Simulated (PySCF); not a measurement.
CH6FNO2Si, SMILES CN[Si](O)(O)F. Atoms are numbered in the order given.

```xyz
12

C      2.3360     0.0671    -0.4903
N      1.0717    -0.6291    -0.4950
Si    -0.4016    -0.0207     0.0793
O     -0.5378     1.5880    -0.2535
O     -1.5695    -0.9922    -0.5577
F     -0.5988    -0.0502     1.6876
H      3.0242    -0.2816     0.3009
H      2.1610     1.1396    -0.3190
H      2.8604    -0.0269    -1.4570
H      1.1222    -1.6194    -0.7033
H     -0.4370     1.8219    -1.1805
H     -2.3795    -1.0572    -0.0435
```
Charge 0, spin multiplicity 1.

Coordinates come from a PBE0-D3(BJ)/def2-SVP optimisation. The structure was generated by enumeration, and PubChem lists no compound with its InChIKey, so it may never have been made. The values are those of a single conformer.

Level of theory: SMD-PBE0/def2-SVP (PySCF).

Solvation free energies are E(SMD) − E(gas) at the gas-phase geometry, for 1 M in both phases. In vacuum the dipole moment is 2.05 D.

```csv
solvent,ΔG(solv) (kcal/mol),its non-electrostatic (CDS) part,dipole (D)
water,___,___,___
diethylether,-6.3,-1.5,2.32
"N,N-dimethylformamide",-7.4,-0.6,2.44
```

Task: What belongs in the gaps? (The exact figures need the calculation; the answer reports its results.)

Result: 
- water, ΔG(solv) (kcal/mol): -8.9
- water, its non-electrostatic (CDS) part: 3.7
- water, dipole (D): 2.46
